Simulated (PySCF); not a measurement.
CH₆BN, SMILES BNC, CAM-B3LYP/def2-SVP optimised geometry.

```
9

B     -1.16    -0.51     0.00
H     -1.75    -1.56     0.00
H     -1.75     0.55     0.00
N      0.22    -0.51     0.00
C      1.10     0.64     0.00
H      0.71    -1.39     0.00
H      1.75     0.66    -0.89
H      1.75     0.66     0.89
H      0.50     1.56     0.00
```

Density from CAM-B3LYP/def2-TZVP (PySCF) at that geometry.

Minimum of the electron density along straight lines between bonded atoms, close to the bond critical point (lines longer than 1.1 times the sum of covalent radii, or with two minima, are not listed):

| bond | length / Å | ρ at the minimum / e bohr⁻³ | ∇²ρ there / e bohr⁻⁵ | position (fraction from the first atom) |
|---|---|---|---|---|
| B1–H2 | 1.207 | 0.180 | -0.37 | 0.44 |
| B1–H3 | 1.208 | 0.179 | -0.37 | 0.44 |
| B1–N4 | 1.385 | 0.217 | 0.65 | 0.33 |
| N4–C5 | 1.447 | 0.273 | -0.75 | 0.60 |
| N4–H6 | 1.015 | 0.338 | -1.67 | 0.74 |
| C5–H7 | 1.103 | 0.276 | -0.95 | 0.64 |
| C5–H8 | 1.103 | 0.276 | -0.95 | 0.64 |
| C5–H9 | 1.098 | 0.280 | -0.98 | 0.65 |
